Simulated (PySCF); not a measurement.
C2H7BOS, SMILES CSB(C)O.

Geometry optimised at PBE-D3(BJ)/def2-SVP. Other conformers were not sampled.

Two levels are set side by side: TDA-PBE/def2-SVPD (PySCF) and TDA-CAM-B3LYP/def2-SVPD (PySCF). Vertical, same geometry. The lowest singlet is HOMO→LUMO 100 % with PBE and HOMO→LUMO 62 %, HOMO→LUMO+1 28 % with the other functional; states are paired by order. Differences are taken from unrounded values.

```json
[
 {"quantity": "lowest singlet excitation (eV)", "TDA-CAM-B3LYP": "6.15", "TDA-PBE": "5.17", "TDA-PBE minus TDA-CAM-B3LYP": "-0.97"},
 {"quantity": "lowest triplet excitation (TDA) (eV)", "TDA-CAM-B3LYP": "5.41", "TDA-PBE": "4.82", "TDA-PBE minus TDA-CAM-B3LYP": "-0.59"},
 {"quantity": "first bright state (f over 0.05) (eV)", "TDA-CAM-B3LYP": "6.66", "TDA-PBE": "6.09", "TDA-PBE minus TDA-CAM-B3LYP": "-0.57"},
 {"quantity": "its oscillator strength", "TDA-CAM-B3LYP": "0.21", "TDA-PBE": "0.17", "TDA-PBE minus TDA-CAM-B3LYP": "-0.04"}
]
```

A lower first singlet is the usual sign of a functional without exact exchange. Differences between two approximate levels are no errors against the true value.

Rough cost on one machine, each run with all the roots and properties that it gave: TDA-CAM-B3LYP against TDA-PBE about 4 times.
